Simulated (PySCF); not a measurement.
First SCF of a structure search on triplet PtSe2, at a hand-made end-on geometry. PySCF input:

```python
from pyscf import gto, scf, dft
mol = gto.M(atom='''
Pt     0.000000     0.000000     0.000000
Se     0.000000     0.000000     2.461700
Se     2.035800     0.000000     3.631700''',
    basis={'Pt': 'def2-SVP', 'Se': 'def2-SVP'},
    ecp={'Pt': 'def2-SVP'},
    charge=0, spin=2)
mf = dft.UKS(mol, xc='B3LYP')
mf.grids.atom_grid = (50, 194)
aux = {'Pt': 'def2-universal-JKFIT', 'Se': 'def2-universal-JKFIT'}
mf = mf.density_fit(auxbasis=aux)
mf.conv_tol = 1e-08
mf.diis_space = 10
mf.max_cycle = 60
mf.init_guess = 'minao'
mf.verbose = 4
mf.kernel()
```

Excerpt of the output (cycles alone):

```
init E= -4908.82427423948
cycle= 1 E= -4920.11963863095  delta_E= -11.3  |g|= 1.39  |ddm|= 5.78
cycle= 2 E= -4884.22479989097  delta_E= 35.9  |g|= 5.08  |ddm|= 12.6
cycle= 3 E= -4918.13447075403  delta_E= -33.9  |g|= 2.33  |ddm|= 11.8
cycle= 4 E= -4921.55499915896  delta_E= -3.42  |g|= 0.685  |ddm|= 2.61
cycle= 5 E= -4921.64893667785  delta_E= -0.0939  |g|= 0.712  |ddm|= 1.57
cycle= 6 E= -4921.94556136485  delta_E= -0.297  |g|= 0.104  |ddm|= 0.782
cycle= 7 E= -4921.95140596142  delta_E= -0.00584  |g|= 0.0499  |ddm|= 0.185
cycle= 8 E= -4921.95309049785  delta_E= -0.00168  |g|= 0.0115  |ddm|= 0.0969
cycle= 9 E= -4921.95318959867  delta_E= -9.91e-05  |g|= 0.00504  |ddm|= 0.0272
cycle= 10 E= -4921.95321650348  delta_E= -2.69e-05  |g|= 0.00312  |ddm|= 0.0141
cycle= 11 E= -4921.95322989168  delta_E= -1.34e-05  |g|= 0.00147  |ddm|= 0.0102
cycle= 12 E= -4921.95323551526  delta_E= -5.62e-06  |g|= 0.000453  |ddm|= 0.0119
cycle= 13 E= -4921.95323606328  delta_E= -5.48e-07  |g|= 0.000169  |ddm|= 0.00303
cycle= 14 E= -4921.95323624214  delta_E= -1.79e-07  |g|= 0.00013  |ddm|= 0.00188
cycle= 15 E= -4921.95323634458  delta_E= -1.02e-07  |g|= 6.71e-05  |ddm|= 0.00148
cycle= 16 E= -4921.95323638758  delta_E= -4.3e-08  |g|= 4.54e-05  |ddm|= 0.000877
cycle= 17 E= -4921.95323642996  delta_E= -4.24e-08  |g|= 3.79e-05  |ddm|= 0.000894
cycle= 18 E= -4921.95323647903  delta_E= -4.91e-08  |g|= 3.42e-05  |ddm|= 0.00142
cycle= 19 E= -4921.95323649881  delta_E= -1.98e-08  |g|= 1.61e-05  |ddm|= 0.000962
cycle= 20 E= -4921.95323650746  delta_E= -8.65e-09  |g|= 7.55e-06  |ddm|= 0.000985
Extra cycle  E= -4921.95323650737  delta_E= 9.37e-11  |g|= 1.67e-05  |ddm|= 4.7e-05
converged SCF energy = -4921.95323650737  <S^2> = 2.0034959  2S+1 = 3.0023297
```

This is not the lowest solution: another start and a stability analysis within the same unrestricted form found one 16.1 kJ/mol lower, at -4921.95937 Eh.

Open d and f shells are described by one determinant, and the ground state may have another occupation or spin. No spin–orbit coupling is included, which matters more the heavier the element.

The search for the lowest solution, 3 starts and the stability check together, took 25 s on 2 threads of a shared Arm Neoverse V2 host, with 96 basis functions; the process peaked at 0.46 GiB. Launch command: `OMP_NUM_THREADS=2 python axn.py task.json out`.
